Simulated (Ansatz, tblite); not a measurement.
Spin states of Li2Te, each relaxed with PBE-D4/def2-TZVP in Ansatz. Electronic energies in the gas phase.

In the def2 sets Te takes a core potential; there is no spin–orbit coupling. The xTB rows come from tblite. HSE06 is defined as in plane-wave codes, on full-range PBE exchange. Correlated methods freeze 4 core orbitals; core or outer-core shells of Li, Te are correlated, in sets that lack core-valence functions. The structure comes from a short search, and lower isomers may exist.

Singlet geometry (C2v within 0.1 Å):

```xyz
3

Li   -1.591   -0.517    0.946
Li    0.780    0.951   -1.477
Te    0.811   -0.434    0.531
```

Triplet geometry (C2v within 0.1 Å):

Cartesian coordinates in Å:
```
Li 0.978 1.220 -0.331
Li -0.351 -1.155 -1.047
Te -0.627 -0.064 1.378
```

Quintet geometry (D∞h within 0.1 Å):

```csv
atom,x (Å),y (Å),z (Å)
Li1,0.832,-1.491,-3.083
Li2,-0.839,1.481,3.086
Te3,0.008,0.010,-0.003
```

⟨S²⟩: triplet 2.00 at PBE0-D4/def2-TZVP (pure 2.00), quintet 6.00 at PBE0-D4/def2-TZVP (pure 6.00).

Only these spin states were relaxed. The triplet has other bonds than the singlet, so the gap mixes isomer and spin. The quintet has other bonds than the singlet, so the gap mixes isomer and spin.

Estimate which spin state lies lowest at each of these levels, and by how much: GFN1-xTB; GFN2-xTB; HF/def2-TZVP; HF/def2-TZVPP; PBE-D4/def2-TZVP; r2SCAN-D4/def2-TZVP; PBE0-D4/def2-TZVP; r2SCAN0-D4/def2-TZVP; HSE06-D4/def2-TZVP; BHLYP-D4/def2-TZVP; ωB97X-V/def2-TZVP; RPA@PBE/def2-TZVP; MP2/def2-TZVP; MP2/def2-TZVPP; CCSD/def2-TZVPP; CCSD(T)/def2-TZVPP.


```json
{"level": "GFN1-xTB", "triplet − singlet (kcal/mol)": "58.5", "quintet − singlet (kcal/mol)": "206.6", "lowest of these": "singlet"}
{"level": "GFN2-xTB", "triplet − singlet (kcal/mol)": "37.2", "quintet − singlet (kcal/mol)": "140.5", "lowest of these": "singlet"}
{"level": "HF/def2-TZVP", "triplet − singlet (kcal/mol)": "18.8", "quintet − singlet (kcal/mol)": "76.4", "lowest of these": "singlet"}
{"level": "HF/def2-TZVPP", "triplet − singlet (kcal/mol)": "18.6", "quintet − singlet (kcal/mol)": "76.8", "lowest of these": "singlet"}
{"level": "PBE-D4/def2-TZVP", "triplet − singlet (kcal/mol)": "36.0", "quintet − singlet (kcal/mol)": "112.4", "lowest of these": "singlet"}
{"level": "r2SCAN-D4/def2-TZVP", "triplet − singlet (kcal/mol)": "36.6", "quintet − singlet (kcal/mol)": "116.0", "lowest of these": "singlet"}
{"level": "PBE0-D4/def2-TZVP", "triplet − singlet (kcal/mol)": "35.3", "quintet − singlet (kcal/mol)": "112.0", "lowest of these": "singlet"}
{"level": "r2SCAN0-D4/def2-TZVP", "triplet − singlet (kcal/mol)": "35.9", "quintet − singlet (kcal/mol)": "114.7", "lowest of these": "singlet"}
{"level": "HSE06-D4/def2-TZVP", "triplet − singlet (kcal/mol)": "35.5", "quintet − singlet (kcal/mol)": "112.2", "lowest of these": "singlet"}
{"level": "BHLYP-D4/def2-TZVP", "triplet − singlet (kcal/mol)": "35.8", "quintet − singlet (kcal/mol)": "110.5", "lowest of these": "singlet"}
{"level": "ωB97X-V/def2-TZVP", "triplet − singlet (kcal/mol)": "37.9", "quintet − singlet (kcal/mol)": "120.3", "lowest of these": "singlet"}
{"level": "RPA@PBE/def2-TZVP", "triplet − singlet (kcal/mol)": "32.4", "quintet − singlet (kcal/mol)": "102.0", "lowest of these": "singlet"}
{"level": "MP2/def2-TZVP", "triplet − singlet (kcal/mol)": "39.1", "quintet − singlet (kcal/mol)": "114.5", "lowest of these": "singlet"}
{"level": "MP2/def2-TZVPP", "triplet − singlet (kcal/mol)": "39.4", "quintet − singlet (kcal/mol)": "116.3", "lowest of these": "singlet"}
{"level": "CCSD/def2-TZVPP", "triplet − singlet (kcal/mol)": "34.9", "quintet − singlet (kcal/mol)": "110.9", "lowest of these": "singlet"}
{"level": "CCSD(T)/def2-TZVPP", "triplet − singlet (kcal/mol)": "36.7", "quintet − singlet (kcal/mol)": "114.1", "lowest of these": "singlet"}
```

Change of the quintet − singlet gap on mixing in exact exchange, in kcal/mol: PBE to PBE0 (25 % exact exchange) -0.4; r2SCAN to r2SCAN0 (25 % exact exchange) -1.3. The xTB methods have no term that favours high spin, so they put low spin too low.
